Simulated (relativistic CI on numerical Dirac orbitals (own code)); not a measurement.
Method of calculation: Dirac-Coulomb-Breit CI, orbitals from a KLI potential per configuration, a model potential for QED, unscaled Slater integrals (own radial code, finite nucleus).

The strongest absorption lines from the ground level of an ion, among the configurations computed and to levels below about 1480 eV (vacuum wavelength in Å, gf): 13.757 (0.86), 13.909 (0.8), 13.967 (1.2), 14.584 (0.045), 15.494 (0.21), 27.737 (0.8), 28.033 (0.39), 30.220 (0.046).

Problem. Which ion is it?
A. Fr70+
B. Hf55+
C. Pb65+
D. Ir60+

Solution. C. Pb65+ has 17 electrons and the ground level 3s²3p⁵ ²P°3/2; the strongest line goes to 3s²3p⁴3d ²D5/2. The pattern of lines fixes the number of electrons, and along that sequence the line energies rise steadily with the charge (about as its square where n changes within one kind of shell, about linearly where n is kept but much faster in heavy ions where fine structure, which grows about as Z⁴, sets the gap, and irregularly where shells cross), which fixes Z. Configurations outside the model, such as inner-shell arrays, can give stronger lines. At this charge energies of transitions that change n are usually good to better than 1 %, and those within a shell (Δn = 0) to a few per cent.

LS names give the leading component of a level, which can be under half, so a name can repeat, a term be missing and a line seem to break the LS rules.
